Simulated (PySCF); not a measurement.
## Potential energy of SiSe along the bond

Set-up: PySCF, no relativity, basis sets Si def2-TZVPPD, Se def2-TZVPPD. Energies in eV from Si + Se in their ground configurations at the same level. All curves are PBE0. state 1: ¹Σ⁺ (singlet), closed shell; state 2: triplet, unpaired electrons π ↑↑, a mixture of terms (⟨Lz²⟩ = 2.0), a second solution, started from another occupation; state 3: ⁵Π (quintet), unpaired electrons σ ↑, π ↑↑↑, a second solution, started from another occupation.

```json
{"R (Å)": "1.778", "state 1": "-3.880", "state 2": "0.770", "state 3": "3.3524"}
{"R (Å)": "1.860", "state 1": "-4.803", "state 2": "-0.649", "state 3": "1.8987"}
{"R (Å)": "1.943", "state 1": "-5.309", "state 2": "-1.622", "state 3": "0.8925"}
{"R (Å)": "2.005", "state 1": "-5.486", "state 2": "-2.130", "state 3": "0.3599"}
{"R (Å)": "2.067", "state 1": "-5.532", "state 2": "-2.492", "state 3": "-0.0263"}
{"R (Å)": "2.129", "state 1": "-5.477", "state 2": "-2.736", "state 3": "-0.2973"}
{"R (Å)": "2.212", "state 1": "-5.286", "state 2": "-2.923", "state 3": "-0.5223"}
{"R (Å)": "2.315", "state 1": "-4.918", "state 2": "-2.990", "state 3": "-0.6485"}
{"R (Å)": "2.439", "state 1": "-4.363", "state 2": "-2.908", "state 3": "-0.6588"}
{"R (Å)": "2.604", "state 1": "-3.542", "state 2": "-2.636", "state 3": "-0.5573"}
```

**Question.** Put a parabola through the three lowest points of the state 1 curve and estimate Re, k and ωe (reduced mass 20.72 u; 1 eV/Å² = 0.16022 mdyn/Å; ωe = 1302.8·√(k/μ) cm⁻¹).

**Answer.** Through R = 2.005, 2.067, 2.129 Å the second-order coefficient is 13.1 eV/Å², so Re ≈ 2.064 Å, k ≈ 4.21 mdyn/Å and ωe ≈ 587 cm⁻¹. A polynomial fit of higher order to the unrounded PBE0 energies gives Re = 2.061 Å, k = 4.30 mdyn/Å, ωe = 594 cm⁻¹; anharmonicity and rounding make the difference.

The higher-order fit for each curve: state 1: Re = 2.061 Å, ωe = 594 cm⁻¹, De = 5.53 eV; state 2: Re = 2.311 Å, ωe = 395 cm⁻¹, minimum 2.99 eV below the ground-state fragments; state 3: Re = 2.385 Å, ωe = 303 cm⁻¹, minimum 0.67 eV below the ground-state fragments.
